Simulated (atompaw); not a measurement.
# titanium: one change to a PAW (atompaw) potential, before and after

Ti, PAW, made with atompaw 4.2.0.5 (PBE, scalar-relativistic). Core [Ne], reference 3s2 3p6 3d2 4s0.5 4p0 (charge +1.5). Waves: 3s (bound): rc 1.05 bohr; 4s (bound): rc 1.80 bohr; 3p (bound): rc 1.50 bohr; 4p (bound, empty): rc 2.25 bohr; 3d (bound): rc 1.35 bohr; 3d channel at 3.1 Ry: rc 2.25 bohr. Local part: bessel scheme, radius 2.05 bohr. Core correction: smooth core density matched at 1.25 bohr. Augmentation charge: sinc compensation charge, radius 2.00 bohr; PAW radius 2.25 bohr; waves and projectors: custom polynom2 7 10 vanderbiltortho.

All-electron outer shells of the reference configuration (PBE, scalar-relativistic, ld1.x):

| shell | level (eV) | outermost node (bohr) | outermost maximum (bohr) |
| --- | --- | --- | --- |
| 2p | -455.68 | – | 0.22 |
| 3s | -74.07 | 0.40 | 0.87 |
| 3p | -50.30 | 0.37 | 0.90 |
| 3d | -15.38 | – | 0.97 |
| 4s | -13.54 | 1.23 | 2.67 |
| 4p | -9.45 | 1.36 | 3.19 |

Change: augmentation sinc compensation charge, radius 2.00 bohr; PAW radius 2.25 bohr; waves and projectors: custom rrkj gramschmidtortho.

Cutoffs: the cutoffs (Ry, on a coarse ladder) from which the occupation-weighted sum of valence levels, in a spherical-Bessel basis at the reference potential, stays within 10 and 1 mRy of its value at 400 Ry; they do not see the model core or the augmentation charge, which bear on the density cutoff.

What does the change do?

The range in which the d phases agree widens (upper end 1.4 → at the end of the scan); neither file shows a bound ghost.

```tsv
quantity	base	changed
cutoff, loose	200 Ry	50 Ry
cutoff, tight	over 300 Ry	90 Ry
loose cutoff by channel (10 mRy a level)	s 18 Ry, p 21 Ry, d 50 Ry	s 25 Ry, p 30 Ry, d 50 Ry
bound ghosts	none	none
s: phases at 2.27 bohr within 0.05 rad from the reference energy up to (Ry; the scan ends near 5)	to the end of the scan	to the end of the scan
p: phases at 2.27 bohr within 0.05 rad from the reference energy up to (Ry; the scan ends near 5)	to the end of the scan	to the end of the scan
d: phases at 2.27 bohr within 0.05 rad from the reference energy up to (Ry; the scan ends near 5)	1.4	to the end of the scan
lowest overlap eigenvalue by channel	s 0.75, p 0.61, d 0.70	s 0.12, p 0.54, d 0.65
```

 The cutoffs see the waves, projectors and local potential, not the compensation charge or the core.
